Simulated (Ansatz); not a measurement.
`C[SiH](F)C=N` + `C=O` → `N=CC=O` + `C[SiH2]F`  (formal exchange of groups at a C–Si bond)

Calculated with Ansatz (gas phase, PBE0-D4/def2-TZVP geometries, no zero-point term in ΔE). CCSD(T)/CBS adds triple-zeta CCSD(T) − MP2 to the extrapolated MP2 energy (def2 sets, frozen cores). This one scheme is used for every species. DFT in def2-TZVPP. B3LYP here is the variant with VWN-RPA as its local correlation; programs differ in this. One conformer a species, not always the lowest.

```tsv
level	ΔE (eV)
B3LYP-D4	-0.06
B2PLYP	-0.10
MP2/def2-TZVPP	-0.09
SCS-MP2/def2-TZVPP	-0.09
```

Question: What does CCSD(T)/CBS give? (Estimate.)

Answer: The calculation gave: -0.06 eV. The listed levels differ from it by 0.00, -0.04, -0.03, -0.03 eV.

Largest T1 diagnostic among the species: 0.015.

The D4 term adds +0.04 eV with B3LYP and +0.03 eV with PBE0; it sums over pairs of atoms, weighted by their polarisabilities, and B3LYP, whose exchange is more repulsive, gets the larger term.
